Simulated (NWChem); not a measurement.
System meant: Si₂NH₇ anion, doublet; SMILES of the neutral closed-shell parent [SiH3]N[SiH3]

Input file for NWChem:

```
start job
memory heap 200 mb stack 900 mb global 1100 mb
charge -1
geometry units angstroms noautoz
  Si    -0.012535     1.706950     0.042544
  N     -0.700790    -0.088744     0.160123
  Si     0.097958    -1.605110    -0.033320
  H      0.364909     3.170711     0.539547
  H      1.426479     1.225509    -0.053160
  H     -0.364048     2.085253    -1.386394
  H     -1.702252    -0.120869     0.328416
  H      0.221797    -2.164983    -1.436772
  H     -0.549336    -2.732939     0.739106
  H      1.514296    -1.524767     0.452439
end
basis spherical
  Si library def2-svp
  N library def2-svp
  H library def2-svp
end
dft
  odft
  mult 2
  xc pbe0
  iterations 4
  mulliken
end
task dft energy
```

End of the output:

```
     --------------------------
     Expectation value of S2:
     --------------------------
      <S2> =      0.7533 (Exact =     0.7500)

 center of mass
 --------------
 x =  -0.03663779 y =   0.00535619 z =   0.01598686

 moments of inertia (a.u.)
 ------------------
         677.465969412314           0.000000000000           0.000000000000
           0.000000000000          71.436863587344           0.000000000000
           0.000000000000           0.000000000000         710.941352174253

     Multipole analysis of the density
     ---------------------------------

     L   x y z        total         alpha         beta         nuclear
     -   - - -        -----         -----         ----         -------
     0   0 0 0     -1.000000    -22.000000    -21.000000     42.000000

     1   1 0 0     -0.525651      0.120389     -0.646040      0.000000
     1   0 1 0     -1.608504     -2.292416      0.683913     -0.000000
     1   0 0 1     -0.027307     -0.366983      0.339675     -0.000000

     2   2 0 0    -31.513774    -37.726611    -34.219517     40.432354
     2   1 1 0     -0.842564     -1.280395     -2.377827      2.815658
     2   1 0 1      0.221278      0.065967     -0.485486      0.640797
     2   0 2 0    -48.502495   -224.439817   -207.268949    383.206271
     2   0 1 1     -0.921416     -1.044352      1.833910     -1.710975
     2   0 0 2    -33.417276    -27.467432    -24.720443     18.770599

 ------------------------------------------------------------------------
 dft energy failed                                                                                  0
 ------------------------------------------------------------------------
 ------------------------------------------------------------------------
  current input line :
    28: task dft energy
 ------------------------------------------------------------------------
 ------------------------------------------------------------------------
 This type of error is most commonly associated with calculations not reaching convergence criteria
 ------------------------------------------------------------------------
 For more information see the NWChem manual at https://nwchemgit.github.io

0:dft energy failed:Received an Error in Communication
```

**Question.** Find the fault in this run and fix the input.

**Answer.** The run did not converge; its last values are not results. Cause: the SCF was allowed too few iterations. This input runs:
```
start job
memory heap 200 mb stack 900 mb global 1100 mb
charge -1
geometry units angstroms noautoz
  Si    -0.012535     1.706950     0.042544
  N     -0.700790    -0.088744     0.160123
  Si     0.097958    -1.605110    -0.033320
  H      0.364909     3.170711     0.539547
  H      1.426479     1.225509    -0.053160
  H     -0.364048     2.085253    -1.386394
  H     -1.702252    -0.120869     0.328416
  H      0.221797    -2.164983    -1.436772
  H     -0.549336    -2.732939     0.739106
  H      1.514296    -1.524767     0.452439
end
basis spherical
  Si library def2-svp
  N library def2-svp
  H library def2-svp
end
dft
  odft
  mult 2
  xc pbe0
  iterations 150
  mulliken
end
task dft energy
```
It converges to -637.37724 Ha (PBE0/def2-SVP, spin-unrestricted).
